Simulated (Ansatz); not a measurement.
BCOF₃, relaxed as a singlet with RKS r2SCAN-D4/def2-SVP in Ansatz, starting from the GFN2-xTB geometry. Force threshold 0.02 eV/Å.

In the singlet geometry the species has come apart into loosely held pieces.

Start:

```xyz
6

B     0.050    0.326   -0.607
C    -0.510   -0.532    1.028
O    -0.029   -1.025    1.908
F     0.500    1.451   -0.059
F    -0.974    0.402   -1.431
F     0.963   -0.623   -0.839
```

(1) Estimate the energy that the relaxation releases and the steps that it takes.

(2) Does the start keep its bonding?

(3) Predict the relaxed structure.

## Answers

(1) 6.5 kcal/mol, in 10 steps; 12 s on 4 threads of Arm Neoverse V2 on a shared host. No frequencies were taken in this run, so the end may be a saddle point.

(2) Bonds lost: B1–C2 (atoms count from 1). The end holds 2 separate pieces.

(3) 
```xyz
6

B     0.200    0.480   -0.914
C    -0.305   -0.733    1.397
O    -0.520   -1.249    2.379
F     0.578    1.584   -0.304
F    -1.049    0.345   -1.312
F     1.096   -0.427   -1.246
```
Bond lengths: 3 × B–F 1.32 Å; 1 × C–O 1.13 Å.
